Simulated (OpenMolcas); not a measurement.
Mo5+ among 3 point charges of -0.8 e arranged as a planar triangle (D3h), 1.83 Å from the ion.
```
   1.8300    0.0000    0.0000  -0.80
  -0.9150    1.5848    0.0000  -0.80
  -0.9150   -1.5848    0.0000  -0.80
```

```json
{
 "Program": "OpenMolcas 26.06",
 "Method": "CASSCF",
 "Basis": "ANO-RCC-VDZP [6s5p3d1f]",
 "Scalar Hamiltonian": "DKH2, point nucleus",
 "Active space": "1 electron in 5 orbitals (4d)",
 "State averaging": "2S+1 = 2 even, 5 roots",
 "Spin-orbit coupling": "state interaction with AMFI integrals over the reference wave functions"
}
```

Task: What is the spin-free ground state (labels of D3, the rotations of D3h)?

Result: 2A1, 1-fold in its orbital part, 100 % from free-ion D terms; it has the highest spin that d1 allows.

Task: Where is the first state of the same spin?

Result: 2E at 495 cm-1 above the ground state. The two act as a nearly degenerate pair, with unquenched orbital momentum.

Task: What are the lowest two levels with spin-orbit coupling?

Result: A 2-fold level E1/2 with g = 1.00, 1.45, 1.45, then a 2-fold level E3/2 2052 cm-1 above it. Their leading multiplicities are 2 (100 %) and 2 (100 %).

Task: What is χT at 300 K, and how does it compare with the textbook value?

Result: The lowest level has 2S+1 = 2, for which the spin-only value is χT = S(S+1) / 2 = 0.375 cm3 K/mol (g = 2). The computed 0.188 at 300 K differs by -0.187, through orbital momentum, spin-orbit coupling and any other state in reach.

Spin-orbit coupling mixes the spin-free states strongly: the lowest level takes only 50 % from its leading state, 2E, which lies 495 cm-1 above the lowest spin-free state. Point charges carry no covalency, so the field is a model and not that of real ligands. No measured value stands beside these numbers.
